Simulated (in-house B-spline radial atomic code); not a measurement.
Response and correlation of Ho³⁵⁺

Closed shell [Ar] 3d10 4s2 (4p1/2)2. Computed with a B-spline radial code for spherical atoms: Dirac-Hartree-Fock, relativistic RPA (time-dependent Dirac-Hartree-Fock) for the response and second-order many-body perturbation theory for correlation, no-pair Dirac-Coulomb Hamiltonian, finite nucleus.

The shells are closed in jj coupling only; the real ground state mixes other jj configurations.

Command:
```bash
python run_mb.py task.json out
```
Settings (nuclear radius in fm, box in bohr, cutoff in hartree; a minus after a letter marks j = l - 1/2):
```
basis_form          2
Z                   67
core_configuration  [Ar] 3d10 4s2 4p-2
rms_radius          5.2022
mass_number         165
speed_of_light      137.036
box_radius          2.56
lmax                7
intervals           56
virtual_cutoff      112225.0
```

Cost of the run: 5.3 s on 1 thread of Intel(R) Xeon(R) 6975P-C (shared host).

```csv
"multipole (bohr³, bohr⁵, bohr⁷)",uncoupled,coupled RPA
dipole,0.055429,0.054257
quadrupole,0.011967,?
octupole,0.0017863,0.0019739
```

(1) What is the coupled quadrupole polarisability?

(2) Which subshells carry the dipole polarisability?

(3) What does the dipole shielding factor come to?

Dipole polarisability at imaginary frequency:

```
u (Eh)  α(iu) (bohr³)
     0        0.05426
  10.8        0.01808
  32.4       0.005544
  64.8       0.002657
   108       0.001371
   216      0.0004631
   432       0.000137
  1080       2.46e-05
```

(4) What dispersion coefficients follow for two such ions (the dispersion part alone)?

Lowest J = 1 odd-parity excitations:

```tsv
energy (eV)	oscillator strength	leading channel	weight
145.72	0.535	4s1/2 → p3/2	0.951
198.26	1.61	4p1/2 → d3/2	0.969
598.09	0.17	4p1/2 → s1/2	0.998
715.89	0.387	4s1/2 → p1/2	0.798
728.86	0.0921	4p1/2 → d3/2	0.797
747.3	0.179	4s1/2 → p3/2	0.995
923.88	0.0387	4p1/2 → s1/2	0.999
993.1	0.136	4p1/2 → d3/2	0.991
```

Second-order correlation energy by the highest angular momentum of the excited pair (hartree): s -0.02552, p -0.2462, d -0.5831, f -0.6819, g -0.2133, h -0.08999, i -0.0406, k -0.02052.

(5) What is the second-order correlation energy at the partial-wave limit?

## Answers

(1) 0.015737 atomic units, +32 % against the uncoupled value.

(2) 4s1/2 55.7 %, 4p1/2 40.8 %, 3d5/2 1.8 %.

(3) The dipole shielding factor is 0.477, against the exact N/Z = 32/67 = 0.478 of the non-relativistic theorem.

(4) C6 = (3/π)∫α(iu)²du = 0.01717 hartree·bohr⁶ and C8 = 0.02059 hartree·bohr⁸.

(5) The listed waves sum to -1.9011 hartree; extrapolating the increments as (l + 1/2)⁻⁴ gives -1.9431 hartree, -1.65 eV per electron.
